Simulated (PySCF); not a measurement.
A structure optimised at PBE0-D3(BJ)/def2-SVP, used in a PySCF frequency run:

```xyz
18

Si     2.8971     0.2433    -0.4839
C      1.5051    -0.5042     0.5573
C      0.1411     0.1586     0.3683
C     -0.4416     0.1362    -1.0731
Si    -2.2953     0.3886    -0.6594
Si    -1.4055    -0.5396     1.2844
H      2.6976    -0.0180    -1.9429
H      4.2154    -0.3406    -0.0835
H      2.9479     1.7255    -0.2775
H      1.4429    -1.5823     0.3241
H      1.8174    -0.4430     1.6146
H      0.2049     1.2174     0.6855
H     -0.3265    -0.8740    -1.5063
H      0.0338     0.8444    -1.7718
H     -3.2942    -0.2889    -1.5402
H     -2.6504     1.8367    -0.5344
H     -1.4005    -2.0381     1.2614
H     -1.6649    -0.0748     2.6823
```

Question: Write its SMILES and formula.

Answer: [SiH3]C[C@H]1C[SiH2][SiH2]1, C3H12Si3

Question: What are its rotational constants (standard atomic weights)?

Answer: 3.6164, 0.91630, 0.77014 GHz
